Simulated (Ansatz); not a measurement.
```yaml
crystal:
  periodic: [false, false, false]
  atoms:
    - {symbol: F, position_ang: [-0.358110, -0.393709, -1.879841]}
    - {symbol: C, position_ang: [-1.010912, -1.057728, -0.834324]}
    - {symbol: C, position_ang: [-0.566004, -0.678316, 0.524921]}
    - {symbol: C, position_ang: [0.272281, 0.251494, 0.880548]}
    - {symbol: F, position_ang: [0.407725, 0.438138, 2.206909]}
    - {symbol: C, position_ang: [1.096225, 1.207090, 0.094719]}
    - {symbol: F, position_ang: [0.714268, 2.503551, 0.429249]}
    - {symbol: F, position_ang: [2.411469, 1.025266, 0.461744]}
    - {symbol: H, position_ang: [-2.018723, -0.998030, -0.999072]}
    - {symbol: H, position_ang: [-0.758587, -2.138770, -1.012602]}
    - {symbol: H, position_ang: [-1.092095, -1.309737, 1.338417]}
    - {symbol: H, position_ang: [0.986071, 1.076905, -0.981243]}
basis:
  gaussian: {orbitals: def2-TZVPP}
total_charge: 3
magnetization: {spin_polarized: true, initial_magnetization: 1}
hamiltonian: {xc: {name: PBE0}, dispersion: d3bj}
accuracy: high
output: {forces: true}
```

```sh
$ ansatz run in.yaml --threads 8 --pin off --events-out ev --progress --plain --max-ram 18278MiB
```

It prints (some lines left out):

```
Functional definition: PBE0
5423 factors; integrals over basis functions are off by at most 1.5e-7 eV
mean field evaluation 1: about -14996.5418 eV, gradient 7.6e1 eV
mean field evaluation 2: about -14503.5140 eV, gradient 2.5e2 eV
mean field evaluation 4: about -15010.8347 eV, gradient 4.7e1 eV
mean field evaluation 8: about -15018.4049 eV, gradient 6.5e0 eV
mean field evaluation 16: about -15018.6303 eV, gradient 3.7e-1 eV
mean field evaluation 64: about -15018.8208 eV, gradient 5.4e-5 eV
mean field -15018.82081967 eV, -551.9314850005 hartree, gradient 8.2e-8 eV, S^2 1.329019; 8 other end points of the search recorded, 0 dependent functions left out
reference -15018.82082214 eV, -551.9314850913 hartree; 31, 30 occupied and 273, 274 virtual orbitals, 5423 factors
Total energy: -15019.01655538 eV, -551.9386781552 hartree
Atom 0 at    -0.358110    -0.393709    -1.879841 Å, force    -1.400394    -1.497130     1.839001 eV/Å
Atom 1 at    -1.010912    -1.057728    -0.834324 Å, force     6.078152     3.919452    -0.109699 eV/Å
Atom 2 at    -0.566004    -0.678316     0.524921 Å, force    -5.752214    -6.443758    -2.177494 eV/Å
Atom 3 at     0.272281     0.251494     0.880548 Å, force     3.525764     4.091079     7.835403 eV/Å
Atom 4 at     0.407725     0.438138     2.206909 Å, force    -0.340974    -0.471172    -4.296012 eV/Å
Atom 5 at     1.096225     1.207090     0.094719 Å, force     4.072916     4.767914     3.409925 eV/Å
Atom 6 at     0.714268     2.503551     0.429249 Å, force     0.403498    -2.864006    -1.227882 eV/Å
Atom 7 at     2.411469     1.025266     0.461744 Å, force    -2.665794    -0.009934    -1.314116 eV/Å
Atom 8 at    -2.018723    -0.998030    -0.999072 Å, force    -4.482738    -0.587674    -0.912747 eV/Å
Atom 9 at    -0.758587    -2.138770    -1.012602 Å, force    -0.214106    -1.794735    -0.455978 eV/Å
Atom 10 at    -1.092095    -1.309737     1.338417 Å, force     0.663502     0.763502    -0.626691 eV/Å
Atom 11 at     0.986071     1.076905    -0.981243 Å, force     0.112389     0.126463    -1.963709 eV/Å
Dipole moment:    -1.201386    -1.448796    -0.511878 e Å
```

Problem. What is wrong with this run?

Solution. The charge is far from anything that the molecule holds. The calculation finished and met its thresholds. The result belongs to that input, not to the molecule as meant.
